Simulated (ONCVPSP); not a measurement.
# Potentials for tantalum compared

Generated with ld1.x 7.5 (TM, RRKJ, ultrasoft, PAW), atompaw 4.2 or ONCVPSP 4.0.1. The cutoff is in Ry: for ld1.x and atompaw files where the sum of valence levels is converged to 10 mRy in a Bessel basis, for ONCV files where the hardest occupied wave has 1 mHa per electron of residual kinetic energy. The error is the largest all-electron minus pseudo excitation energy over each file’s own four to seven test configurations (ionisations up to +4, promotions, holes and added fractions of an electron), all of which were solved. The labels leave out finer settings (local radius, basis sizes, second energies), which also bear on the numbers. Spin-polarised tests are not counted. The rows are a selection from randomly drawn settings: files with unsolved tests, undetermined cutoffs or missed reference levels are left out.

A true bound ghost makes a file unfit for plane-wave use even where its test errors are small: the radial tests pick states by their node count and pass the ghost by.

| potential | cutoff (Ry) | largest error (meV) | bound ghosts |
| --- | --- | --- | --- |
| ONCV, PBE, scalar-relativistic, rc 1.85/2.15/1.95 (spd), local smoothed, core correction yes, reference 5s2 5p6 5d3, qcut 8.3/5.4/4.3, projectors 3/2/2 | 52 | -18 | none |
| ONCV, PBE, scalar-relativistic, rc 1.90/1.50/2.45 (spd), local smoothed, core correction no, reference 5s2 5p6 5d3 6s2, qcut 6.4/6/6.9, projectors 2/2/2 | 39 | +5.3 | none |
| ONCV, PBE, fully relativistic, rc 1.90/1.45/1.70 (spd), local smoothed, core correction yes, reference 5s2 5p6 5d3, qcut 8.1/6.3/5.1, projectors 2/2/1 | 44 | -24 | none |
| ONCV, PBE, scalar-relativistic, rc 2.05/1.25/2.25/0.75 (spdf), local smoothed, core correction yes, reference 4f14 5s2 5p6 5d3 6s1, qcut 5.2/7.4/6.8/22.8, projectors 2/2/2/1 | 437 | -7.8 | s, p |
| ONCV, LDA (Perdew-Zunger), scalar-relativistic, rc 2.10/1.45/2.30/2.10 (spdf), local smoothed, core correction yes, reference 5s2 5p6 5d3.5 6s1.5, qcut 7.3/4.9/7.7/6.1, projectors 2/1/2/2 | 266 | -140 | f |
| ONCV, PBE, scalar-relativistic, rc 1.65/1.45/1.85 (spd), local smoothed, core correction no, reference 5s2 5p6 5d3 6s2, qcut 5.5/6.7/5.9, projectors 2/2/2 | 45 | -446 | none |
| ONCV, LDA (Perdew-Zunger), scalar-relativistic, rc 2.15/1.35/2.50/2.25 (spdf), local smoothed, core correction yes, reference 5s2 5p6 5d3 6s1, qcut 4.2/7.2/5.9/5.2, projectors 2/3/2/2 | 51 | -11 | s |
| ONCV, PBE, scalar-relativistic, rc 3.00/2.55/2.50 (spd), local smoothed, core correction yes, reference 5p6 5d3 6s1.75 6p0.25, qcut 2.5/5.1/6.1, projectors 2/2/1 | 24 | -23 | none |

Fill in the row for Ta: ONCV, LDA (Perdew-Zunger), scalar-relativistic, rc 1.95/1.95/1.70 (spd), local smoothed, core correction no, reference 5s2 5p6 5d3 6s2, qcut 5.7/8.8/6.2, projectors 2/3/1.

cutoff 36 Ry, largest error -140 meV, bound ghosts: none.
